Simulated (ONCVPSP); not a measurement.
## Building the ONCV potential for Pt (Z = 78) (PBEsol, scalar-relativistic).

- Element: platinum
- Generator: ONCVPSP 4.0.1
- Type: optimised norm-conserving Vanderbilt (ONCV)
- Functional: PBEsol
- Relativity: scalar-relativistic
- Frozen core: [Kr] 4d10
- Valence charge: 32
- Reference configuration: 4f14 5s2 5p6 5d9 6p1
- Partial waves: 5s: rc 1.00 bohr, ncon 5, nbas 8, qcut 5.3 1/bohr, 2 projectors, debl 0.9 Ha; 5p+6p: rc 2.15 bohr, ncon 4, nbas 8, qcut 6.7 1/bohr, 2 projectors; 5d: rc 1.35 bohr, ncon 4, nbas 6, qcut 8.5 1/bohr, 3 projectors, debl 1.9 Ha; 4f: rc 0.50 bohr, ncon 3, nbas 7, qcut 20.9 1/bohr, 1 projector
- Local potential: polynomial inside 0.40 bohr (lpopt 5, dvloc0 2 Ha)
- Core correction: none

In the s channel the program set the typed energies aside and used -3.820, 0.250 Ha.

Poles of the logarithmic derivatives, all-electron (AE) and pseudo (PS). Narrow ghost or core levels that the grid stepped over were put in at their known energies. s: poles at 2.9 (AE) and 2.9 (PS) Ha. p: poles at -2.0, 3.1 (AE) and -2.0, 3.1 (PS) Ha. d: poles at 3.2 (AE) and -0.7, 3.2 (PS) Ha. f: poles at no energy (AE) and no energy (PS) Ha. Test radii: s 1.01, p 2.18, d 1.37, f 0.51 bohr.

- Ghost test: ghosts flagged at negative energy: s at -1875.6 eV, p at -1049.3 eV, d at -19.3 eV; GHOST(+) flagged for s at 47.5 eV; a true bound ghost makes a file unfit for plane-wave use
- Largest excitation error: -4.1 meV (all-electron minus pseudo) for 4f14 5s2 5p6 5d8 6p0, out of 4 test configurations
